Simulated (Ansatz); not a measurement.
```xyz
6

Br   -2.699   -1.078    1.287
Al   -0.903   -0.086    0.433
C     0.809   -0.069   -0.391
S     0.115    1.696   -0.032
H     1.729   -0.243    0.161
H     0.949   -0.220   -1.458
```

The species carries charge 0 and has multiplicity 1.

Task: List the B3LYP/def2-TZVPP orbital energies in eV (Ansatz). (Best estimate.)

Result: Ansatz gave: Occupied: -13139.74, -2417.46, -1701.39, -1533.08, -1533.04, -1533.04, -1525.66, -277.35, -237.17, -215.44, -178.00, -177.87, -177.85, -160.00, -159.88, -159.83, -113.61, -74.32, -74.19, -74.15, -72.30, -72.26, -72.24, -72.14, -72.14, -21.67, -20.59, -16.56, -11.77, -11.76, -10.58, -9.17, -9.15, -8.76, -6.91, -6.87. Lowest empty: -1.80, -1.25, 0.00, 0.78, 1.51, 2.09, 2.30, 3.45.

B3LYP here is the variant with VWN-RPA as its local correlation; programs differ in this.
